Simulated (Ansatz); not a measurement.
Geometry optimisation, RHF/def2-SVP (Ansatz).

The input (input.yaml):

```yaml
crystal:
  periodic: [false, false, false]
  atoms:
    - { symbol: Ti, position_ang: [0.0, 0.0, 0.0] }
    - { symbol: F, position_ang: [0.0, 0.0, 1.83] }
    - { symbol: Cl, position_ang: [2.2349, 0.0, -0.7892] }
    - { symbol: F, position_ang: [-0.8619, 1.4933, -0.6094] }
    - { symbol: F, position_ang: [-0.8619, -1.4933, -0.6094] }
basis:
  gaussian: { orbitals: def2-SVP }
hamiltonian:
  xc: hf
relax:
  f_tol: 0.02
  max_steps: 40
```

Run as:

```bash
$ ansatz run input.yaml --threads 1 --pin off --max-ram 2048MiB --backend cpu --events-out ev --progress --plain --runs-dir out
```

Where does it end, and by what steps?

The forces met the threshold. After 3 steps the energy has fallen by 1.011 eV; Cl3 moved furthest, 0.16 Å.

```tsv
step	energy less start (eV)	largest force component (eV/Å)	accepted
0	0.0000	3.837	yes
1	-0.9641	1.512	yes
2	-1.0095	0.127	yes
3	-1.0105	0.005	yes
```

```xyz
5
Properties=species:S:1:pos:R:3
Ti 0.021 0.000 -0.007
F 0.005 0.000 1.706
Cl 2.085 0.000 -0.736
F -0.800 1.394 -0.571
F -0.800 -1.394 -0.571
```

Whether the end is a true minimum wasn't checked by a vibrational analysis.

Run time: 11 s on 1 thread of Intel(R) Xeon(R) Platinum 8375C CPU @ 2.90GHz (Ice Lake) (shared host), peak memory 0.2 GiB.
